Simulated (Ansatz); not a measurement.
Consider the cleavage of the Si–Al bond: `F[SiH2][AlH2]` + `BN` → `BN[SiH2]F` + `[AlH3]`.

Program: Ansatz. Geometries: PBE0-D4/def2-TZVP. ΔE: electronic, gas phase. CCSD(T)/CBS is the MP2 limit (def2-TZVPP, def2-QZVPP) plus CCSD(T) − MP2 in def2-TZVPP, frozen cores. This one scheme is used for every species. Each species was taken in one conformer, which may not be the lowest.

| species | HF/CBS(def2) energy (Eh) |
| --- | --- |
| `F[SiH2][AlH2]` | -632.74449 |
| `BN` | -81.53458 |
| `BN[SiH2]F` | -470.65973 |
| `[AlH3]` | -243.65031 |

(1) Work out ΔE.

Largest T1 diagnostic among the species: 0.012.

Answers

(1) ΔE = (-470.65973) + (-243.65031) − (-632.74449) − (-81.53458) = -0.03097 Eh = -81.3 kJ/mol. CCSD(T)/CBS gives -67.9 kJ/mol.

Leaving LDA and LC-ωPBE aside and taking each functional with its dispersion term where it has one, the values, not all of them listed here, spread over 28.7 kJ/mol, from B97M-V to PBE-D4. LDA lies −7.4 kJ/mol from PBE without D4. From BLYP to BHLYP (50 % exact exchange), in def2-TZVPP and without D4, ΔE moves by −17.0 kJ/mol. The D4 term adds −4.1 kJ/mol with B3LYP and −2.1 kJ/mol with PBE0; it sums over pairs of atoms, weighted by their polarisabilities, and B3LYP, whose exchange is more repulsive, gets the larger term.

B3LYP here is the variant with VWN-RPA as its local correlation; programs differ in this.
